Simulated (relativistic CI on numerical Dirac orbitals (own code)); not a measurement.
# Eu XVI: q coefficients and field-shift factors

Method of calculation: Dirac-Coulomb-Breit CI, KLI orbitals optimised for each configuration, derivatives by finite differences, unscaled Slater integrals, QED left out (own radial code, finite nucleus).

CI space (outside the closed core [Kr] 4d10): 4f2, 4f 5s, 5s2, 5s 5p, 4f 5p, 5p2, 5s 5d, 4f 5d. Levels of other configurations are missing.

With x = (α/α₀)² − 1 an excitation energy changes as ω = ω₀ + qx; K = 2q/ω₀ is the relative enhancement. Terms are leading LS components, so labels can repeat. The field-shift factor is F = δν/δ⟨r²⟩ for the transition from the lowest level.

Lowest level 4f2 3H_4.

```tsv
Level	ω₀ (cm⁻¹)	q (cm⁻¹)	F (GHz/fm²)
4f2 3H_5	5668	5624	0.198
4f2 3H_6	11339	10620	0.378
4f2 3F_2	11341	1578	0.116
4f2 1G_4	14941	4981	0.239
4f2 3F_3	15079	5630	0.256
4f2 3F_4	22406	11710	0.477
4f2 1D_2	39070	5211	0.409
4f2 1I_6	46538	6064	0.474
4f2 3P_0	47410	2946	0.414
4f2 3P_1	49194	5308	0.464
4f2 3P_2	52362	9254	0.601
4f 5s 3F°_2	67427	-143000	146
4f 5s 3F°_3	69260	-141900	146
4f 5s 3F°_4	74599	-136400	147
4f 5s 1F°_3	80897	-135900	145
4f2 1S_0	103743	-844.8	8.47
5s2 1S_0	167461	-282400	287
4f 5p 3G_3	280007	-121800	11.1
4f 5p 3F_2	284609	-118800	11
4f 5p 3F_3	289068	-113600	11.2
4f 5p 3G_4	291669	-113500	11.2
4f 5p 3F_3	343426	-44860	6.39
4f 5p 3F_4	349696	-41100	6.5
```

At this charge transitions that keep the count of f electrons are usually good to a few per cent. Terms inside the open d or f shell come out 10 to 20 % too wide with unscaled integrals. Levels and lines within the n = 5 or 6 shells can be off by up to 10 % or somewhat more, and those that change n by about 2 %, since core polarisation is missing. Levels that differ in their count of f electrons can be misplaced by several ten thousand cm⁻¹, since the correlation energy of f electrons is missing or only estimated; rates across such gaps can be off by orders of magnitude.

(1) Which transition from the lowest level has the largest |K|?

## Answers

(1) 4f 5s 3F°_2 at 67427 cm⁻¹, K = -4.24.
